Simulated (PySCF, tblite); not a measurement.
Potential energy curve for SiN, doublet.

GFN2-xTB, 300 K electronic temperature (tblite); UKS-LDA (SVWN5) = unrestricted LDA (SVWN5)/6-31G in PySCF; UCCSD(T) = CCSD(T) on UHF/6-31G, 6 core orbitals frozen in PySCF.

Energies relative to the lowest point of each curve near equilibrium, in kcal/mol:

| R / Å | GFN2-xTB | UKS-LDA (SVWN5) |
|---|---|---|
| 1.24 | 237.8 | 143.8 |
| 1.32 | 105.9 | 76.9 |
| 1.40 | 38.2 | 35.9 |
| 1.48 | 8.2 | 13.0 |
| 1.52 | 2.1 | 6.3 |
| 1.56 | 0.0 | 2.3 |
| 1.61 | 1.5 | 0.0 |
| 1.66 | 6.1 | 0.2 |
| 1.73 | 15.5 | 3.7 |
| 1.82 | 28.9 | 11.6 |

### Question
What does UCCSD(T) give at the same points?

### Answer
1.24: 155.5; 1.32: 85.7; 1.40: 42.2; 1.48: 17.0; 1.52: 9.4; 1.56: 4.3; 1.61: 0.9; 1.66: 0.0; 1.73: 1.6; 1.82: 7.0 (kcal/mol).

The scan ran from 1.24 to 6.29 Å; beyond the distances shown one of the unrestricted levels run for this scan, shown here or not, changes its spin distribution in one step. The unrestricted determinant behind UCCSD(T) is spin-contaminated at 1.40 to 1.82 Å (<S²> up to 2.1, against 0.75 for a pure doublet).
